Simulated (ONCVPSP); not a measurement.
# Plane-wave convergence, ONCV potential for gold

```json
{
  "Element": "Au (Z = 79)",
  "Generator": "ONCVPSP 4.0.1",
  "Type": "optimised norm-conserving Vanderbilt (ONCV)",
  "Functional": "PBEsol",
  "Relativity": "scalar-relativistic",
  "Frozen core": "[Kr] 4d10 4f14",
  "Valence charge": "19",
  "Reference configuration": "5s2 5p6 5d10 6s0.75 6p0.25",
  "Partial waves": "5s+6s: rc 1.65 bohr, ncon 3, nbas 8, qcut 8.4 1/bohr, 3 projectors, debl 2.9 Ha; 5p+6p: rc 1.95 bohr, ncon 5, nbas 8, qcut 7.2 1/bohr, 2 projectors; 5d: rc 1.55 bohr, ncon 4, nbas 8, qcut 6.4 1/bohr, 1 projector",
  "Local potential": "polynomial inside 1.30 bohr (lpopt 5, dvloc0 0 Ha)",
  "Core correction": "Teter function fitted to the true core (icmod 2), fcfact 0.6"
}
```

Question: For each optimised wave give the share of its norm inside rc, the residual kinetic energy above qcut (Ha) and the cutoffs (Ha) for errors of 10, 1, 0.1 and 0.01 mHa per electron.

Answer:

| wave | norm inside rc | residual KE | 10 mHa | 1 mHa | 0.1 mHa | 0.01 mHa |
| --- | --- | --- | --- | --- | --- | --- |
| 5s | 0.979 | 2.4e-07 | 16.8 | 22.6 | 26.9 | 30.1 |
| 6s | 0.094 | 2.9e-07 | 13.4 | 21.3 | 26.4 | 30.2 |
| s projector 3 | 0.092 | 1.8e-06 | 17.5 | 24.4 | 29.1 | 32.7 |
| 5p | 0.977 | 1.7e-06 | 12.6 | 15.6 | 18.2 | 20.3 |
| 6p | 0.031 | 1.4e-06 | 7.6 | 11.3 | 14.3 | 17.2 |
| 5d | 0.554 | 5.5e-04 | 15.4 | 19.6 | 35.0 | 89.4 |

The occupied waves need 23 Ha and 35 Ha for 1 and 0.1 mHa. 2 of 4 tests not solved or not reliable.
